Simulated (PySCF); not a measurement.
Computed shifts of a molecule C2H6N2OSi, PBE/pcSseg-1 (PySCF), GIAO, gas phase, atoms alike by connectivity averaged where their shifts nearly agree, in ppm (number of nuclei): ¹⁵N: 261.5 (1), 32.9 (1). ²⁹Si: 3.7 (1). ¹³C: 168.0 (1), 55.8 (1). ¹H: 7.40 (1), 5.61 (1), 3.56 (1), 3.38 (1), 1.45 (1), 0.68 (1). References: ¹⁵N against NH3 (σ = 267.0 ppm); ²⁹Si against TMS (σ = 335.4 ppm); ¹³C against TMS (σ = 182.0 ppm); ¹⁷O against H2O (σ = 334.3 ppm); ¹H against TMS (σ = 31.49 ppm), references at their B3LYP-D3(BJ)/def2-TZVP geometries, non-relativistic. The structure is a stationary point at B3LYP-D3(BJ)/def2-SVP. One conformer was computed; it need not be the lowest.

### Question
Pick the molecule that these values belong to.
A. N[Si@@H]1COC=N1
B. CC1=N[Si@@H](N)O1
C. N[Si@@H]1CN=CO1
D. C#C[Si](N)(N)O

### Answer
A, N[Si@@H]1COC=N1
